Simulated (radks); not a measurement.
Task: Species: Re LX. Configuration: [Ne] 3s2 3p4. All-electron calculation, Dirac Kohn-Sham, PBE, spin-unpolarised, spherical densities, finite nucleus; open shells fill j = l - 1/2 first; Fermi nuclear charge, rms radius 5.3698 fm. Program: a radial shooting solver on a logarithmic mesh with Libxc functionals. Some entries of the table are withheld. Estimate them.

orbital,occ.,eigenvalue (eV),<r^2> (bohr^2)
1s1/2,2,-76138.99,0.0004478
2s1/2,2,(1),(2)
2p1/2,2,(3),0.004741
2p3/2,4,(4),0.005876
3s1/2,2,-6682.527,(5)
3p1/2,2,-6502.831,(6)
3p3/2,2,-6118.249,(7)

Result: 
(1) 2s1/2 eigenvalue (eV): -16835.93
(2) 2s1/2 <r^2> (bohr^2): 0.006667
(3) 2p1/2 eigenvalue (eV): -16355.10
(4) 2p3/2 eigenvalue (eV): -14885.18
(5) 3s1/2 <r^2> (bohr^2): 0.03811
(6) 3p1/2 <r^2> (bohr^2): 0.03417
(7) 3p3/2 <r^2> (bohr^2): 0.03883
